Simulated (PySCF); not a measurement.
**Electronic absorption of C5H6FNSi**

C₅H₆FNSi.
SMILES: `C[C@H]1[SiH2]C(F)=C1C#N`

Method used: PySCF, TDDFT CAM-B3LYP/def2-SVPD, vertical, gas phase, core orbitals frozen in the response. Geometry: GFN2-xTB; no solvent, vibrations or thermal averaging.

Question: List the vertical singlet excitations with oscillator strengths and describe the spectrum.

Answer: 

```csv
state,λ (nm),E (eV),f,"main configurations (H = HOMO, L = LUMO)"
S1,216.0,5.74,0.234,H→L (90%)
S2,208.1,5.96,0.0058,"H-1→L (81%), H-2→L (11%)"
S3,201.3,6.16,0.0018,H→L+1 (83%)
S4,188.1,6.59,0.0037,"H-2→L (64%), H-1→L (16%), H-3→L (15%)"
S5,183.2,6.77,0.0072,"H-3→L (69%), H-2→L (20%)"
S6,171.4,7.24,0.087,"H-1→L+1 (41%), H→L+2 (25%), H→L+5 (9%)"
S7,169.7,7.31,0.084,"H-1→L+1 (41%), H→L+2 (34%)"
S8,166.7,7.44,0.0095,"H→L+6 (40%), H→L+2 (18%), H→L+5 (13%)"
```

Triplets, Tamm–Dancoff:

```csv
state,E (eV),λ (nm),"main configurations (H = HOMO, L = LUMO)"
T1,3.52,352.7,H→L (94%)
T2,5.60,221.3,"H-1→L (62%), H-2→L (30%)"
T3,5.91,209.7,"H→L+1 (60%), H-3→L (17%)"
```

The lowest singlet comes at 216 nm (554 kJ/mol) in the ultraviolet; it is strong; its leading configuration is HOMO→LUMO (90%). The lowest level is also the most intense of those listed (f = 0.234). Löwdin shares by element: HOMO carbon 49% or more, nitrogen 14%, fluorine 11% (atoms not listed hold the other 26%); LUMO carbon 62% or more, nitrogen 17% (atoms not listed hold the other 21%). The oscillator strengths of these states sum to 0.433; summed over the whole spectrum of an exact calculation they would give the number of electrons, 66 (Thomas–Reiche–Kuhn). Weighted by f, the mean energy of these states is 6.41 eV. Of the 8 states listed, 3 reach f = 0.01 and none stays under 0.0005. The window holds the lowest 8 singlets.
